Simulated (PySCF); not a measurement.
1,1-dichloro-3,3-difluoroprop-1-ene (C3H2Cl2F2), SMILES FC(F)C=C(Cl)Cl. Atoms are numbered in the order given.

```xyz
9

F      0.2638    -2.4735     1.0953
C     -0.0873    -1.7442     0.0000
F      0.2638    -2.4735    -1.0953
C      0.6630    -0.4523     0.0000
C      0.1051     0.7627     0.0000
Cl    -1.6106     1.0420     0.0000
Cl     1.0573     2.2093     0.0000
H     -1.1803    -1.6130     0.0000
H      1.7526    -0.5317     0.0000
```

Geometry: B3LYP-D3(BJ)/def2-SVP. Other conformers were not sampled.

Computed with B3LYP-D3(BJ)/def2-SVP in PySCF.

Frequencies are harmonic and unscaled.

Computed harmonic wavenumbers and intensities:
```tsv
mode	ν (cm⁻¹)	IR (km/mol)	Raman (Å⁴/amu)	depolarisation	moving atoms (share of kinetic energy)
1	34	1.5	1.1	0.75	F 66 %, Cl 17 %, C 12 %
2	110	0.3	1.6	0.75	F 53 %, C 24 %, Cl 20 %
3	159	3.5	0.5	0.59	Cl 57 %, F 24 %, C 16 %
4	257	0.6	3.8	0.64	Cl 63 %, F 29 %
5	369	0.2	5.5	0.31	Cl 66 %, F 22 %, C 11 %
6	432	0.1	0.7	0.75	C 64 %, F 29 %
7	462	20.8	2.3	0.61	C 52 %, Cl 21 %, H 14 %, F 13 %
8	520	2.7	2.6	0.75	C 61 %, H 25 %, F 11 %
9	566	16.3	2.4	0.02	F 68 %, C 19 %, Cl 12 %
10	691	34.1	3.2	0.28	C 55 %, Cl 19 %, F 15 %, H 11 %
11	848	11.8	2.8	0.75	H 66 %, C 31 %
12	886	124.3	0.9	0.13	C 80 %, Cl 12 %
13	1104	206.8	3.5	0.75	C 59 %, F 33 %, H 8 %
14	1121	119.6	8.3	0.14	C 69 %, F 24 %
15	1146	138.2	9.6	0.51	C 61 %, H 34 %
16	1249	17.5	1.6	0.47	H 72 %, C 26 %
17	1380	24.7	5.6	0.75	H 85 %, C 13 %
18	1409	52.3	3.9	0.72	H 64 %, C 34 %
19	1705	131.3	32.5	0.19	C 96 %
20	3108	20.1	52.6	0.19	H 92 %, C 8 %
21	3201	2.8	77.0	0.27	H 92 %, C 8 %
```
